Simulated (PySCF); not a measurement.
BClBr2, SMILES ClB(Br)Br. Atoms are numbered in the order given.

```xyz
4

B      0.0000     0.0000    -0.4014
Cl     0.0000     0.0000    -2.1413
Br     0.0000     1.6453     0.5487
Br     0.0000    -1.6453     0.5487
```
Charge 0, spin multiplicity 1.

Geometry optimised at PBE0-D3(BJ)/def2-SVP.

The numbers are results of PySCF with r2SCAN/def2-TZVPD, not measurements.

The molecule is in vacuum.

```yaml
total_energy: -5633.42098 hartree
point_group: C2v
highest_occupied_level: -7.50 eV
lowest_empty_level: -2.65 eV
orbital_gap: 4.85 eV
dipole_moment: 0.02 D
quadrupole, principal values (traceless, Buckingham form, about the centre of nuclear charge): -0.49, 0.14, 0.35 D·Å
mean_static_polarisability: 71.3 bohr³ (10.56 Å³)
polarisability_principal_values: 51.6, 77.3, 85.0 bohr³
```
